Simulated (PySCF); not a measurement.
**Pb²⁺: excitation energy**

Pb²⁺ [Xe] 4f14 5d10 6s2 (1S) → Pb²⁺ [Xe] 4f14 5d10 6s1 6p1, s spin flipped, as a difference of total energies. Calculation: PySCF 2.14, in x2c-TZVPPall with one added diffuse shell each of s, p, d, f type (12s8p7d4f, 99 functions); the spin-free X2C one-electron Hamiltonian (Gaussian nucleus). Correlated levels: valence: [Xe] 4f14 5d10 frozen; valence and next inner shell: [Kr] 4d10 4f14 frozen. The calculations carry no spin-orbit coupling.

```tsv
method	excitation energy (eV)
UHF	9.645
LDA	10.322
PBE	10.129
PBE0	10.077
r2SCAN	10.151
B2PLYP	9.922
TPSSh	10.100
r2SCAN0	10.107
MP2 (valence)	9.677
SCS-MP2 (valence)	9.683
MP2 (valence and next inner shell)	10.319
SCS-MP2 (valence and next inner shell)	10.255
```

Q: How much does correlation contribute at MP2 (valence and next inner shell)?

A: 10.319 − (9.645) = 0.674 eV, measured against UHF.

The upper determinant mixes two multiplicities, so it lies between the two terms.
